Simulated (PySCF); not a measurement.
**Correlation energy of P (phosphorus, neutral)**

[Ne] 3s2 3p3, high-spin 4S determinant. Computed with PySCF 2.14 in cc-pVDZ-DK, with the spin-free X2C one-electron Hamiltonian (Gaussian nucleus). Frozen: [Ne]; 5 electrons correlated.

MP2 pair energies summed by pair of shells (mhartree):

```
 pair  energy  share (%)
3s-3p  -40.53       63.8
3p-3p  -14.73       23.2
3s-3s   -8.22       12.9
```

Total MP2 correlation energy: -63.49 mhartree.

Same-spin part -17.33 and opposite-spin part -46.16 mhartree; SCS-MP2 scales them by 1/3 and 6/5 to -61.17 mhartree.

```csv
level,correlation energy (mhartree)
CCSD,-81.20
(T),-1.01
CCSD(T),-82.21
```

Diagnostics: T1 = 0.0033, D1 = 0.0060, largest double amplitude 0.064.

Cost of the coupled-cluster step: 0.07 s of wall time on 1 thread of Neoverse-V2 (shared host), for 5 correlated electrons.
